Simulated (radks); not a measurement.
The numbers below are computed, except where a source is named.
Level of theory: scalar-relativistic Kohn-Sham, PBE, spin-unpolarised, spherical densities, finite nucleus; Fermi nuclear charge, rms radius of each element as measured or else 0.836 A^(1/3) + 0.57 fm (a radial shooting solver on a logarithmic mesh with Libxc functionals). Response by self-consistent Sternheimer equations with the Hartree and adiabatic LDA kernel, the relativistic mass of each level held fixed and spin-orbit coupling left out. Rank Ar6+, Al+, S4+, K7+, Ca8+, Mg, Cl5+, Si2+, P3+ (NIST ground configurations) by static dipole polarisability, largest first.

Answer. Mg 72.31, Al+ 23.57, Si2+ 11.28, P3+ 6.432, S4+ 4.064, Cl5+ 2.748, Ar6+ 1.952, K7+ 1.439, Ca8+ 1.093 bohr^3.
